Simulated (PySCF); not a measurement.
TiCl4, SMILES [Ti]([Cl])([Cl])([Cl])[Cl], multiplicity 1.

Geometry optimised at PBE0-D3(BJ)/def2-SVP. The spin state was assumed, not searched. The isomer is the one that the SMILES or the coordinates give; other isomers of the formula were not compared.

Two levels are set side by side: PBE/def2-TZVP (PySCF) and HF/def2-TZVP (PySCF). Same geometry, gas phase. Differences are taken from unrounded values.

```tsv
quantity	PBE
orbital gap (eV)	3.75
highest occupied level (eV)	-8.25
lowest empty level (eV)	-4.50
mean polarisability (bohr³)	88.4
```

These are the PBE values. What does HF give? (Estimate from the structure and the level; the computed values follow.)


| quantity | HF | PBE minus HF |
|---|---|---|
| orbital gap (eV) | 13.20 | -9.45 |
| highest occupied level (eV) | -12.86 | 4.61 |
| lowest empty level (eV) | 0.34 | -4.83 |
| mean polarisability (bohr³) | 76.1 | 12.3 |

Without exact exchange PBE keeps part of each electron's self-repulsion, which lifts occupied levels and narrows the gap. PBE's more diffuse valence density responds more strongly to a field. Differences between two approximate levels are no errors against the true value.

Rough cost on one machine, each run with all the roots and properties that it gave: HF against PBE about 1/2.
